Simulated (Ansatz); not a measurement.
# A geometry optimisation of CH2OSn with B3LYP-D3(BJ)/def2-SVP

The starting geometry of this gas-phase singlet was optimised with GFN2-xTB.

```yaml
atoms:
  - { symbol: C, position_ang: [0.5805, 0.5555, 0.5532] }
  - { symbol: O, position_ang: [-0.1205, 0.9664, -0.2304] }
  - { symbol: Sn, position_ang: [1.7751, -0.7288, 1.9191] }
  - { symbol: H, position_ang: [0.0404, -1.2814, 1.8946] }
  - { symbol: H, position_ang: [1.8646, -1.3687, 0.2171] }
```

Question: Predict what becomes of its bonds when it is optimised with B3LYP-D3(BJ)/def2-SVP.

Answer: It keeps its bonds.

The energy falls by 0.16 eV over 9 steps:

```json
{"step": "1", "E − E(last) (eV)": "0.161"}
{"step": "2", "E − E(last) (eV)": "0.040"}
{"step": "3", "E − E(last) (eV)": "0.017"}
{"step": "4", "E − E(last) (eV)": "0.006"}
{"step": "5", "E − E(last) (eV)": "0.001"}
{"step": "6", "E − E(last) (eV)": "0.000"}
{"step": "7", "E − E(last) (eV)": "0.000"}
{"step": "8", "E − E(last) (eV)": "0.000"}
{"step": "9", "E − E(last) (eV)": "0.000"}
```

Final geometry (Å):

```xyz
5

C     0.4214    0.6182    0.3770
O    -0.1548    1.3307   -0.2867
Sn    1.7258   -0.7161    1.8649
H     0.1313   -1.4997    2.0658
H     2.0162   -1.5900    0.3325
```

Frequencies at the end are all real (lowest 157 cm⁻¹). Atoms past krypton carry core potentials, without spin–orbit terms. Run with Ansatz 0.2.0, 17 s on 1 thread of Arm Neoverse V1, with other jobs on the host.
